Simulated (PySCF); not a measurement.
Compound: C4H12N2OSi2.
Structure used (PBE0-D3(BJ)/def2-SVP), in Å, numbered top down from 1:
```xyz
21
C4H12N2OSi2 angstrom
C      3.123    0.173   -0.143
C      1.738   -0.375   -0.381
O      1.463   -1.558   -0.258
N      0.768    0.509   -0.751
Si    -0.840   -0.188   -1.060
C     -2.080    1.228   -1.228
C     -3.430    0.751   -0.652
Si    -3.071   -0.382    0.827
N     -1.522   -0.990    0.313
H      3.781   -0.642    0.179
H      3.104    0.956    0.630
H      3.522    0.622   -1.066
H      0.996    1.494   -0.814
H     -0.716   -1.047   -2.270
H     -1.693    2.069   -0.624
H     -2.181    1.605   -2.259
H     -3.968    0.143   -1.400
H     -4.095    1.591   -0.398
H     -4.098   -1.458    0.994
H     -3.016    0.372    2.124
H     -1.021   -1.759    0.745
```

Lines to be assigned: C 1s: 290.11 (area 1), 290.13 (area 1), 291.13 (area 1), 293.62 (area 1) eV; N 1s: 403.68 (area 1), 404.97 (area 1) eV; O 1s: 536.86 eV; Si 1s: 1846.37 (area 1), 1846.77 (area 1) eV; Si 2p3/2: 106.51 (area 1), 106.78 (area 1) eV.

Method used: PySCF 2.14.0, delta-SCF UKS SCAN, pcX-2 on the ionised atom, pcseg-1 elsewhere, spin-free X2C. One conformer (not necessarily the lowest) at the PBE0-D3(BJ)/def2-SVP geometry, without solvent, vibrations or thermal averaging.

(1) Assign the N 1s lines to atoms.

(2) Order the silicon atoms by Si 1s binding energy.

(3) Order the silicon atoms by Si 2p3/2 binding energy.

Answers

(1) 403.68 eV: N9 (nitrogen bridging silicon atoms); 404.97 eV: N4 (amide nitrogen). The listed N 1s values span 1.29 eV, from N9 (bonded to H and 2 Si) to N4 (bonded to C, H and Si).

(2) 1846.37 eV: Si8 (SiH2 silicon); 1846.77 eV: Si5 (SiH silicon). Lowest listed Si 1s: Si8, bonded to N, C and 2 H. Highest, 0.40 eV above it: Si5, bonded to 2 N, C and H. Summing the Pauling electronegativity differences to the bonded atoms, each weighted by its formal bond order, gives +2.39 for the lowest site and +3.23 for the highest.

(3) 106.51 eV: Si8 (SiH2 silicon); 106.78 eV: Si5 (SiH silicon). Lowest listed Si 2p3/2: Si8, bonded to N, C and 2 H. Highest, 0.27 eV above it: Si5, bonded to 2 N, C and H.

Bonded neighbours of each site: C1: C and 3 H; C2: O (double bond), N and C; O3: C (double bond); N4: C, H and Si; Si5: 2 N, C and H; C6: C, 2 H and Si; C7: C, 2 H and Si; Si8: N, C and 2 H; N9: H and 2 Si.

Problem. Express the binding energy of Si 1s of Si8 in atomic units and per mole.

Solution. 1846.37 eV = 67.8528 Eh = 178148 kJ/mol.

The 2p values add to the ΔSCF energy of one spin-free hole a correction within the shell (spin–orbit coupling, ligand field). 2p1/2 minus 2p3/2 (ligand field included): Si 0.62 eV.
